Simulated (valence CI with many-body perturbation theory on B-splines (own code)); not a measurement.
From CI to CI+MBPT in Ce²⁶⁺

Computed by configuration interaction combined with many-body perturbation theory (CI+MBPT): four valence electrons over a frozen Dirac-Fock core [Ar] 3d10, radial functions for each j: 11 s, 11 p, 9 d, 7 f, 5 g, 2 h, 1 i, with the one-electron correlation potential Σ1 (screened to all orders), the two-electron term Σ2, the three-electron term Σ3, Breit, model QED; selected single and double excitations, second order for the rest (own B-spline code, finite nucleus).

The last digits are not significant, and no measured levels were compared; by estimate large intervals hold to a few tenths of a per cent, small ones and those within an open d or f shell to about a per cent.

Each rung adds one term. CI alone is the Dirac-Coulomb CI over the frozen core; QED comes last and gives the full result, which names the levels. Energies are above (4s^2 4p1/2^2) J=0 on the same rung, in cm⁻¹.

Levels are named by their leading jj configuration (3d3/2^4 stands for four electrons in 3d with j = 3/2), which in mixed levels can hold well under half, so a name can repeat and another be missing. Letters in brackets count levels of one name in rising energy.

| Level | CI alone |
| --- | --- |
| (4s^2 4p1/2 4p3/2) J=1 | 178880 |
| (4s^2 4p1/2 4p3/2) J=2 | 202329 |
| (4s^2 4p3/2^2) J=2 | 398791 |
| (4s^2 4p3/2^2) J=0 | 452441 |
| (4s 4p1/2^2 4p3/2) J=2 | 643095 |
| (4s 4p1/2^2 4p3/2) J=1 | 727500 |
| (4s 4p1/2 4p3/2^2) J=2 [a] | 812431 |
| (4s 4p1/2 4p3/2^2) J=3 | 856368 |
| (4s 4p1/2 4p3/2^2) J=0 | 904578 |
| (4s 4p1/2 4p3/2^2) J=2 [b] | 921781 |
| (4s 4p1/2 4p3/2^2) J=1 [a] | 926697 |
| (4s 4p1/2 4p3/2^2) J=1 [b] | 976720 |
| (4s^2 4p1/2 4d3/2) J=2 | 1003710 |
| (4s^2 4p1/2 4d5/2) J=3 | 1072400 |
| (4s^2 4p1/2 4d5/2) J=2 [a] | 1083220 |
| (4s^2 4p1/2 4d3/2) J=1 | 1092050 |

What do these energies become with core correlation, Breit and QED?

(4s^2 4p1/2 4p3/2) J=1 178651 (-229); (4s^2 4p1/2 4p3/2) J=2 201548 (-781); (4s^2 4p3/2^2) J=2 397578 (-1213); (4s^2 4p3/2^2) J=0 450258 (-2183); (4s 4p1/2^2 4p3/2) J=2 643578 (+483); (4s 4p1/2^2 4p3/2) J=1 724639 (-2861); (4s 4p1/2 4p3/2^2) J=2 [a] 812578 (+147); (4s 4p1/2 4p3/2^2) J=3 855277 (-1090); (4s 4p1/2 4p3/2^2) J=0 902333 (-2245); (4s 4p1/2 4p3/2^2) J=2 [b] 918614 (-3167); (4s 4p1/2 4p3/2^2) J=1 [a] 922916 (-3781); (4s 4p1/2 4p3/2^2) J=1 [b] 967058 (-9662); (4s^2 4p1/2 4d3/2) J=2 998749 (-4962); (4s^2 4p1/2 4d5/2) J=3 1066310 (-6086); (4s^2 4p1/2 4d5/2) J=2 [a] 1077860 (-5355); (4s^2 4p1/2 4d3/2) J=1 1081430 (-10622).

How does the ionisation energy move along the ladder, and which term matters most?

CI alone 925.44, + Σ1 926.97, + Σ2 927.00, + Σ3 926.88, + Breit 926.04, + QED 926.07 eV. The largest step is Σ1, 1.53 eV. NIST lists 924 ± 4 eV (theoretical).
